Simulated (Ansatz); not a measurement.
`C[O][In]([F])[Br]` + H₂O → `[OH][In]([F])[Br]` + CH₃OH at 700 K and 1 bar (formal hydrolysis of the In–O bond).

Program: Ansatz. Geometries: PBE0-D4/def2-TZVP. ΔE: electronic, gas phase. CBS: MP2 limit from def2 TZ/QZ plus the TZ coupled-cluster correction, frozen cores. This one scheme is used for every species. Elements past krypton have def2 core potentials. For Br, In outer-core shells are correlated without core-valence functions, which leaves a few kJ/mol of doubt a bond. Scalar relativity is left out up to krypton. Each species was taken in one conformer, which may not be the lowest.

```
            species  CCSD(T)/CBS energy (Eh)  H − E (kJ/mol)  S (J/(mol·K))
`C[O][In]([F])[Br]`              -2978.03881           186.7          503.9
                H₂O                -76.37941            80.5          218.4
`[OH][In]([F])[Br]`              -2938.80145            96.4          429.9
              CH₃OH               -115.61712           170.8          288.5
```

H − E and S are ideal-gas, rigid-rotor, harmonic terms from PBE0-D4/def2-TZVP, for one conformer and one mirror image of each species. 1 Eh = 2625.50 kJ/mol, R = 8.31446 J/(mol·K).

By hand: ΔE, ΔH, ΔS and ΔG.

ΔE = (-2938.80145) + (-115.61712) − (-2978.03881) − (-76.37941) = -0.00035 Eh = -0.9 kJ/mol. Δ(H − E) = 96.4 + 170.8 − 186.7 − 80.5 = 0.0, so ΔH = -0.9 kJ/mol. ΔS = 429.9 + 288.5 − 503.9 − 218.4 = -3.9 J/(mol·K). ΔG = -0.9 − 700 × (-3.9)/1000 = 1.8 kJ/mol.

By hand: the equilibrium constant, and the temperature at which ΔG would vanish if ΔH and ΔS stayed fixed.

log₁₀ K = −ΔG/(RT ln 10) = -0.1. ΔG = 0 at ΔH/ΔS = 231 K, though so small a ΔH makes that figure unsure.

TΔS isn't small against ΔH here. The sign of ΔG lies within the doubt. A doubt of 5 kJ/mol in ΔE shifts log₁₀ K by 0.4 here. Other conformers and mirror images would add mixing entropy, several J/(mol·K) or more a flexible species. Modes under 60 cm⁻¹, often nearly free rotors, make the harmonic entropy too high. These are equilibria of isolated gas molecules and say nothing of rates. Largest T1 diagnostic: 0.015 (customary marks: 0.02 for closed shells, 0.045 for open ones).
